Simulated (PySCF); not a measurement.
HKO, SMILES [OH][K]. Geometry optimised at PBE-D3(BJ)/def2-TZVPD. The isomer is the one that the SMILES or the coordinates give; other isomers of the formula were not compared.

Calculation: PBE-D3(BJ)/def2-TZVPD (PySCF).

Harmonic wavenumbers (cm⁻¹): 313, 313, 433, 3790. Rotational constants (GHz): 8.024 (linear); symmetry number 1.

Problem. Work out the zero-point energy and the ideal-gas rigid-rotor harmonic-oscillator thermochemistry at 298.15 K and 1 atm.

Solution. ZPE = ½ Σ hcν = ½ × 4849 cm⁻¹ = 29.01 kJ/mol. H − E(el) = 40.53 kJ/mol. Entropy in J/(mol K): translation 158.97, rotation 63.62, vibration 14.81, total 237.40. G − E(el) = -30.25 kJ/mol. Cp = 48.74 J/(mol K).
